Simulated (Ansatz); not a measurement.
Start from `CS[SiH]` and change one atom or group to get `CS[Si]N`.

Ansatz, PBE0-D4/def2-TZVP geometries, multiplicity 1. Each molecule was computed in one conformer, which needn't be the lowest.

| property | `CS[SiH]` |
| --- | --- |
| HOMO energy (ωB97M-V/def2-TZVPP) / eV | -8.72 |
| HOMO energy (B3LYP/def2-TZVPP) / eV | -6.49 |
| HOMO–LUMO gap (PBE0/def2-TZVPP) / eV | 4.42 |
| size of the dipole moment (ωB97M-V/def2-TZVPP) / D | 1.43 |
| zero-point energy (PBE0-D4/def2-TZVP) / kJ/mol | 122.4 |
| HOMO–LUMO gap (PBE/def2-TZVPP) / eV | 2.60 |

What does the change do to each property? (An estimate is asked.)

Ansatz gave: 
```csv
property,`CS[Si]N`,shift
HOMO energy (ωB97M-V/def2-TZVPP) / eV,-8.51,0.21
HOMO energy (B3LYP/def2-TZVPP) / eV,-6.28,0.21
HOMO–LUMO gap (PBE0/def2-TZVPP) / eV,5.36,0.94
size of the dipole moment (ωB97M-V/def2-TZVPP) / D,0.74,-0.69
zero-point energy (PBE0-D4/def2-TZVP) / kJ/mol,173.1,50.7
HOMO–LUMO gap (PBE/def2-TZVPP) / eV,3.55,0.95
```

With PBE0 the HOMO rises by 0.22 eV and the LUMO rises by 1.15 eV, so the gap widens by about 0.93 eV. PBE moves the HOMO by 0.21 eV and ωB97M-V by 0.21 eV. The zero-point energy changes by 50.7 kJ/mol with +6 modes. Dipoles are sizes alone; their direction can turn.

B3LYP here is the variant with VWN-RPA as its local correlation; programs differ in this.
